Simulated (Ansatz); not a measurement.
Ansatz (an electronic-structure program) input (RI-MP2/def2-TZVPPD):
A basis named .json is the Basis Set Exchange file of that set.

Ansatz 0.2 input:
```yaml
crystal:
  periodic: [false, false, false]
  atoms:
    - {symbol: Si, position_ang: [-0.05852926, -0.03772682, 0.36149141]}
    - {symbol: O, position_ang: [-0.86889418, 1.27012296, -0.22703814]}
    - {symbol: O, position_ang: [-0.57424114, -1.37217834, -0.45509282]}
    - {symbol: O, position_ang: [1.54566264, 0.16814249, 0.04889653]}
    - {symbol: H, position_ang: [-0.63338032, 2.13481091, 0.12197429]}
    - {symbol: H, position_ang: [-1.50996440, -1.58949301, -0.40863854]}
    - {symbol: H, position_ang: [2.14253586, -0.54583927, 0.29165997]}
basis:
  gaussian:
    orbitals: def2-TZVPPD.json
    fitting: {mean_field: def2-universal-jkfit, correlation: def2-TZVPPD-RIFIT.json}
magnetization: {spin_polarized: true, initial_magnetization: 1}
correlation: {method: mp2, electrons: outside_noble_gas}
```

Output:

```
Functional definition: HF
integrals: 0.20 GiB planned
413 factors; integrals over basis functions are off by at most 9.5e-1 eV
532 factors; integrals over basis functions are off by at most 6.7e-1 eV
0.54 GiB of device memory are held for the factors and their scratch space
mean field: 0.71 GiB planned
mean field evaluation 1: about -14021.7496 eV, gradient 4.0e1 eV
mean field evaluation 2: about -14025.3920 eV, gradient 2.6e1 eV
mean field evaluation 4: about -14027.6656 eV, gradient 8.0e-1 eV
mean field evaluation 8: about -14027.6797 eV, gradient 1.9e-6 eV
mean field -14027.67965421 eV, -515.5077189895 hartree, gradient 1.9e-6 eV, S^2 0.753737; 0 other end points of the search recorded, 0 dependent functions left out
8 core orbitals not correlated
reference -14027.67965421 eV, -515.5077189895 hartree; 13, 12 occupied and 198, 199 virtual orbitals, 532 factors
second order -22.40828337 eV of doubles, -0.00000000 eV of singles
Total energy: -14050.08793758 eV, -516.3312082144 hartree
```

It need not be the lowest isomer of its formula.
